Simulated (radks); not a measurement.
Problem. The mean radii <r> (bohr) of the occupied orbitals of an atom or ion are listed with their occupations. Calculated with a radial shooting solver on a logarithmic mesh with Libxc functionals: scalar-relativistic Kohn-Sham, XLYP, spin-polarised, spherical densities, finite nucleus; Fermi nuclear charge, rms radius of each element as measured or else 0.836 A^(1/3) + 0.57 fm.

orbital  occ.     <r>
1s up       1  0.1303
1s down     1  0.1300
2p up       3  0.5586
2p down     1  0.5671
3d up       2   1.706

Name the element and its charge. Open shells, if any, are filled with parallel spins first.

Solution. Z = 12, magnesium, charge +4: Mg4+ in [He] 2p4 3d2. The 1s radius gives Z: for a bare nucleus <r> = (2 gamma + 1)/(2Z) with gamma = sqrt(1 - (Z/c)^2), 0.1247 bohr for Z = 12, and screening makes it slightly larger (0.1303 here). The occupations add up to 8, and the charge is Z minus that.
